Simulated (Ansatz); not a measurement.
Total energies of [MoO3Cl]- (MoClO₃⁻) from Ansatz at PBE-D4/def2-TZVPD, gas phase (1 Eh = 27.2114 eV = 2625.5 kJ/mol). The reference geometry is relaxed at r2SCAN-D4/def2-SVPD.

```tsv
state	geometry	energy (Eh)
charge -1 singlet	reference	-754.14797
charge 0 doublet	reference	-753.95364
charge 0 doublet	relaxed at r2SCAN-D4/def2-SVPD	-753.95612
```

In the def2 sets Mo takes a core potential; there is no spin–orbit coupling.

Q: Work out the vertical ionisation energy to the doublet.

A: E(charge 0 doublet) − E(charge -1 singlet) = -753.95364 − (-754.14797) = 0.19433 Eh = 5.29 eV. For comparison, −ε of the highest occupied level is 2.12 eV at this level, 3.17 eV less.

Q: How much does the charge 0 doublet relax, and what is the adiabatic ionisation energy?

A: Relaxation: -753.95364 − (-753.95612) = 0.00248 Eh = 0.07 eV. Adiabatic ionisation energy: 0.19185 Eh = 5.22 eV, without zero-point energy. 

At PBE-D4/def2-TZVPD the gap within one spin of the charge 0 doublet nearly closes, so an electron or hole may be smeared out by delocalisation error.
